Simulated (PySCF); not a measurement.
## How methods differ on the excitation energy of Pd⁺

Pd⁺ [Kr] 4d9 (2D) → Pd⁺ [Kr] 4d8 5s1 (4F), as a difference of total energies. Calculation: PySCF 2.14, in aug-cc-pwCVDZ-PP with ECP28MDF (6s6p5d3f, 70 functions); scalar relativity through the core potential. Correlated levels: valence: 4s2 4p6 frozen; valence and next inner shell: nothing frozen outside the core potential. The calculations carry no spin-orbit coupling.

```
                                method  excitation energy (eV)  error (eV)
                                   UHF                   2.271      -0.923
                                   LDA                   2.977      -0.217
                                   PBE                   2.843      -0.351
                                  PBE0                   2.891      -0.303
                                r2SCAN                   2.516      -0.678
                                 M06-L                   3.199      +0.005
                                 B97-3                   3.170      -0.024
                               r2SCANh                   2.561      -0.633
                             CAM-B3LYP                   2.936      -0.258
                         MP2 (valence)                   3.197      +0.003
                     SCS-MP2 (valence)                   3.310      +0.116
    MP2 (valence and next inner shell)                   3.010      -0.184
SCS-MP2 (valence and next inner shell)                   3.044      -0.150
```

Reference: 3.194 eV (measured; NIST levels, between the centres of gravity of the two terms).

Errors of the correlated levels include the incompleteness of this basis and the frozen core.
